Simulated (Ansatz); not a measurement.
F3H3Si2 (`F[Si](F)(F)[SiH3]`). The species carries charge 0 and has multiplicity 1. All single points use the PBE0-D4/def2-TZVP geometry.

```xyz
8

F    -1.033    1.598   -1.209
Si    0.220    0.703   -0.846
F     1.407    1.689   -0.499
F     0.632   -0.070   -2.163
Si   -0.236   -0.756    0.910
H    -0.614    0.039    2.104
H    -1.355   -1.646    0.512
H     0.980   -1.558    1.192
```

(1) What is the dipole moment at PBE/def2-TZVPP? (An estimate is asked.)

(2) And with r2SCAN, B3LYP, ωB97M-V? (Estimate.)

(3) Give the Mulliken charges with PBE, ωB97M-V, r2SCAN in def2-TZVPP. (Estimate.)

Answers

(1) Computed: 1.93 D, with components (-0.38, -1.21, 1.46) D in this frame, pointing from negative to positive charge.

(2) Ansatz gave: r2SCAN 1.97 D, B3LYP 2.07 D, ωB97M-V 2.06 D.

(3) The calculation gave: 
| atom | PBE | ωB97M-V | r2SCAN |
| --- | --- | --- | --- |
| F1 | -0.25 | -0.29 | -0.29 |
| Si2 | 0.80 | 0.87 | 0.90 |
| F3 | -0.25 | -0.29 | -0.29 |
| F4 | -0.25 | -0.29 | -0.29 |
| Si5 | 0.03 | -0.02 | 0.11 |
| H6 | -0.02 | 0.00 | -0.04 |
| H7 | -0.02 | 0.00 | -0.04 |
| H8 | -0.02 | 0.00 | -0.04 |

B3LYP here is the variant with VWN-RPA as its local correlation; programs differ in this.
